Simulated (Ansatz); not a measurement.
Reactions of B₂H₄O₅ (`OB(O)OB(O)O`).

Isolated molecules relaxed with PBE0-D4/def2-TZVP in Ansatz; ΔE leaves out vibrations. CCSD(T)/CBS adds triple-zeta CCSD(T) − MP2 to the extrapolated MP2 energy (def2 sets, frozen cores). This one scheme is used for every species. Functionals use def2-TZVPP. B3LYP here is the variant with VWN-RPA as its local correlation; programs differ in this. Elements past krypton have def2 core potentials. For Te outer-core shells are correlated without core-valence functions, which leaves a few kJ/mol of doubt a bond. One conformer a species, not always the lowest.

```json
{"reaction": "`OB(O)OB(O)O` + `[SiH3][TeH]` → `OB(O)[Te][SiH3]` + `OB(O)O`", "B3LYP-D4 (kcal/mol)": "18.5", "ωB97M-V (kcal/mol)": "18.5", "MP2/CBS(def2) (kcal/mol)": "14.7"}
{"reaction": "`OB(O)OB(O)O` + `C[SiH2]O` → `C[SiH2]OB(O)O` + `OB(O)O`", "B3LYP-D4 (kcal/mol)": "-4.3", "ωB97M-V (kcal/mol)": "-4.2", "MP2/CBS(def2) (kcal/mol)": "-4.2"}
{"reaction": "`OB(O)OB(O)O` + `C=CCO` → `C=CCOB(O)O` + `OB(O)O`", "B3LYP-D4 (kcal/mol)": "-1.7", "ωB97M-V (kcal/mol)": "-1.9", "MP2/CBS(def2) (kcal/mol)": "-2.1"}
{"reaction": "`OB(O)OB(O)O` + H₂S → `OB(O)S` + `OB(O)O`", "B3LYP-D4 (kcal/mol)": "15.1", "ωB97M-V (kcal/mol)": "14.9", "MP2/CBS(def2) (kcal/mol)": "13.5"}
{"reaction": "`OB(O)OB(O)O` + `CC[TeH]` → `CC[Te]B(O)O` + `OB(O)O`", "B3LYP-D4 (kcal/mol)": "18.8", "ωB97M-V (kcal/mol)": "18.5", "MP2/CBS(def2) (kcal/mol)": "14.8"}
```

Task: Give the CCSD(T)/CBS values in the same order. (Estimate.)

Result: The calculation gave: 17.2, -4.1, -1.9, 14.7, 17.1 kcal/mol.

Largest T1 diagnostic: 0.012, for `OB(O)OB(O)O`.
